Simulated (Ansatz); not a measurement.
Cartesian coordinates in Å:
```
Cl -0.597 -1.117 -1.657
C 0.469 -1.015 -0.224
Al 0.226 0.641 0.819
Se -1.295 2.228 0.143
H 1.496 -1.108 -0.584
H 0.269 -1.900 0.385
H 1.079 0.887 2.128
H -1.648 1.384 -1.011
```

Total charge 0; spin multiplicity 1.

(1) List the B3LYP/def2-TZVPP orbital energies in eV (Ansatz). (Estimate.)

Results:

(1) The calculation gave: Occupied: -12350.92, -2762.47, -1580.27, -1524.94, -1418.43, -1418.39, -1418.37, -278.03, -257.18, -212.57, -196.27, -196.03, -196.03, -156.63, -156.51, -156.43, -112.92, -73.65, -73.49, -73.43, -57.39, -57.35, -57.29, -57.20, -57.20, -23.24, -19.06, -18.13, -12.34, -11.72, -11.49, -10.87, -9.31, -8.31, -8.31, -7.56, -7.18. Lowest empty: -1.50, -0.45, -0.22, 0.22, 1.29, 2.00, 2.28, 2.54.

B3LYP here is the variant with VWN-RPA as its local correlation; programs differ in this.
